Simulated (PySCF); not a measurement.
Precursor series W F-OH. Isolated molecules, 0 K electronic values unless said otherwise. One relaxed conformer stands for each flexible species; it need not be the lowest.

The HOMO–LUMO gap from two functionals at the same geometries (TPSS-D3(BJ)/def2-SVP), both in PySCF: PBE-D3(BJ)/def2-TZVP and TPSSh-D3(BJ)/def2-TZVP. 

```json
[
 {"species": "0 of 6 F replaced by OH", "PBE-D3(BJ)/def2-TZVP (eV)": "5.28"},
 {"species": "1 of 6 F replaced by OH ([W(F)5(OH)])", "PBE-D3(BJ)/def2-TZVP (eV)": "4.79"},
 {"species": "2 of 6 F replaced by OH ([W(F)4(OH)2])", "PBE-D3(BJ)/def2-TZVP (eV)": "4.69"},
 {"species": "3 of 6 F replaced by OH ([W(F)3(OH)3])", "PBE-D3(BJ)/def2-TZVP (eV)": "4.39"},
 {"species": "5 of 6 F replaced by OH ([W(F)(OH)5])", "PBE-D3(BJ)/def2-TZVP (eV)": "3.97"},
 {"species": "6 of 6 F replaced by OH", "PBE-D3(BJ)/def2-TZVP (eV)": "3.68"}
]
```

### Question
What does TPSSh-D3(BJ)/def2-TZVP give for each?

### Answer

- 0 of 6 F replaced by OH: 6.46
- 1 of 6 F replaced by OH ([W(F)5(OH)]): 5.91
- 2 of 6 F replaced by OH ([W(F)4(OH)2]): 5.79
- 3 of 6 F replaced by OH ([W(F)3(OH)3]): 5.46
- 5 of 6 F replaced by OH ([W(F)(OH)5]): 5.01
- 6 of 6 F replaced by OH: 4.73
Over these rows, drawn at random from the members with no instability flagged (it was tested for open shells, ions and some series alone), PBE minus TPSSh-D3(BJ): mean -1.09 eV, from -1.18 eV to -1.04 eV.
